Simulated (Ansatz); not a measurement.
K3Br3⁻, relaxed as a doublet with UKS PBE-D4/def2-SVPD in Ansatz, starting from the GFN1-xTB geometry. Force threshold 0.02 eV/Å.

The highest occupied level of the charge -1 doublet lies above zero (up to 0.35 eV). It is a level of α spin, whose loss leaves a singlet; that state wasn't run at this geometry and level. The electron is either unbound and held by the finite basis, or the level is raised by self-interaction error. The relaxation made no stability test and no search for a lower SCF solution. The structure comes from a short search, and lower isomers may exist.

Start:

```xyz
6

K    -1.350   -0.014   -0.903
K     1.550   -1.933    0.107
K    -0.003    0.604    2.402
Br   -2.243    2.106    1.078
Br    0.247   -1.955   -2.599
Br    1.799    1.192   -0.086
```

```json
{"step": "1", "energy (eV)": "-259042.4590", "largest force component (eV/Å)": "0.498", "SCF passes": "16"}
{"step": "2", "energy (eV)": "-259042.7482", "largest force component (eV/Å)": "0.233", "SCF passes": "21"}
{"step": "3", "energy (eV)": "-259042.8726", "largest force component (eV/Å)": "0.181", "SCF passes": "20"}
{"step": "4", "energy (eV)": "-259042.9290", "largest force component (eV/Å)": "0.085", "SCF passes": "18"}
{"step": "5", "energy (eV)": "-259042.9595", "largest force component (eV/Å)": "0.026", "SCF passes": "18"}
{"step": "6", "energy (eV)": "-259042.9637", "largest force component (eV/Å)": "0.012", "SCF passes": "18"}
{"step": "7", "energy (eV)": "-259042.9639", "largest force component (eV/Å)": "0.007", "SCF passes": "18"}
```

Force components are those of the run's own axes.

End:

```xyz
6

K    -0.9683    0.6202   -1.3410
K     1.8764   -2.0929   -0.0879
K     0.0188    0.9335    2.6525
Br   -2.6133    1.6903    1.1193
Br   -0.2058   -2.2314   -2.4324
Br    1.8922    1.0802    0.0895
```

By distances, no bond broke or formed. The bond that changes most is K1–Br6, from 3.47 to 3.23 Å (atoms count from 1). The end is the same structure that another start reached, the lowest one found.

The force fell under the threshold at step 6, but the optimiser went on. No frequencies were taken in this run, so the end may be a saddle point.

Run time 46 s (4 threads of Arm Neoverse V2 on a shared host).
